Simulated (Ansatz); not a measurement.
The cluster Cd₃. Total charge 0; triplet. Geometry PBE/def2-TZVP; atoms count from 1.

```xyz
3

Cd   -2.6961    0.6156   -0.0278
Cd    2.6969   -0.6122    0.0195
Cd   -0.0009   -0.0035    0.0082
```

In the def2 sets Cd takes a core potential; there is no spin–orbit coupling. At PBE0/def2-TZVP a singlet of charge 0 lies 2.10 eV below the triplet, each at its own geometry. The structure comes from a short search, and lower isomers may exist.

**Question.** Estimate the Mulliken populations from the PBE0/def2-TZVP orbitals of Ansatz.

**Answer.** 
```tsv
atom	charge (e)	spin (α − β)	d electrons
Cd1	0.06	0.54	9.99
Cd2	0.06	0.54	9.99
Cd3	-0.11	0.93	9.99
```
Mulliken values and Mayer orders depend strongly on the basis.

**Question.** Where does the spin sit?

**Answer.** Summed by element: Cd 2.00, of 2 unpaired in all. Largest on single atoms: Cd3 0.93, Cd2 0.54, Cd1 0.54.

**Question.** And the Mayer bond orders between bonded heavy atoms (over 0.3)?

**Answer.** Cd1–Cd3 0.85 (2.77 Å); Cd2–Cd3 0.85 (2.77 Å).
